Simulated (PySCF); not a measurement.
Species: C5H3FO2.
Bonds: O1–C2 (double), C2–C3, C3–C4 (aromatic), C4–C5 (aromatic), C5–C6 (aromatic), C6–F7, C6–O8 (aromatic), C3–O8 (aromatic). Hydrogens: H9 on C2; H10 on C4; H11 on C5.

NICS = −σ at a ghost point: NICS(0) at the centroid of the ring atoms, NICS(1) 1 Å to either side along the normal of their mean plane, zz for the tensor component along that normal. Level: GIAO PBE0/pcSseg-1 (PySCF, non-relativistic, gas phase) on the GFN2-xTB geometry, one conformer.

Ring bond lengths (Å), with Mayer bond orders in brackets: C3–C4 1.378 (1.47), C4–C5 1.408 (1.28), C5–C6 1.365 (1.54), C6–O8 1.325 (1.16), O8–C3 1.365 (0.96).

Task: What do the NICS probes read (ppm)?

Result: 
```json
{"ring": "C3–C4–C5–C6–O8", "type": "5-membered ring with O; formal bonds all aromatic", "NICS(0)": "-12.2", "NICS(1), two faces": "-9.6 / -9.6", "NICS(1)zz, two faces": "-22.9 / -22.9", "rms pucker (Å)": "0.00", "centre to ring atoms, mean (Å)": "1.16"}
```

Task: What do they say, and how far can they be read as aromaticity?

Result: 
- C3–C4–C5–C6–O8: mean NICS(1)zz -22.9 ppm, shielded, aromatic by this magnetic criterion (flat ring, no four-coordinate atom).

Task: What does the geometric index give? Use HOMA with the parameters of Krygowski (1993).

Result: 
- C3–C4–C5–C6–O8: HOMA 0.52; the largest term is that of O8–C3, α(R − Ropt)² = 1.58.

Task: At the second NICS(1) probe listed for ring C3–C4–C5–C6–O8, 1 Å off the ring, what do the in-plane components average?

Result: The isotropic value is a third of the trace: (3 × -9.6 − (-22.9))/2 = -2.9 ppm.

Task: Give the inner angles of the rings and the Hirshfeld charges of the ring atoms.

Result: 
- C3–C4–C5–C6–O8: C3 109.5° (+0.032 e), C4 106.9° (-0.046 e), C5 104.4° (-0.093 e), C6 113.1° (+0.168 e), O8 106.1° (-0.057 e); sum 540.0° against 540° for a flat convex ring.

Hardware: Arm Neoverse V1, one thread, no GPU, shared host with 32 logical CPUs at a one-minute load of 14. Cost: 15 s of wall time, 0.66 GiB resident at most. This is the whole shielding run at PBE0/pcSseg-1, SCF included.

Conformer computed: `[O:1]=[CH:2][c:3]1[cH:4][cH:5][c:6]([F:7])[o:8]1`: O1–C2–C3–C4 0°.
